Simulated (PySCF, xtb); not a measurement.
In(Cl)2(NH2) (Cl₂H₂InN), SMILES [Cl][In]([NH2])[Cl]. One conformer was computed; it need not be the lowest.

Harmonic wavenumbers (cm⁻¹) from GFN2-xTB in xtb at its own minimum, in rising order: 82, 89, 91, 177, 282, 323, 441, 633, 677, 1433, 3340, 3372.

**Question.** What does PBE0-D3(BJ)/def2-SVP (PySCF) give at its own minimum? (Estimate from the structure and the level; the computed values follow.)

**Answer.** 95, 107, 117, 258, 357, 390, 429, 634, 806, 1517, 3570, 3682. Paired by order, the mean absolute difference is 87 cm⁻¹ and the zero-point energies are 15.6 and 17.1 kcal/mol.
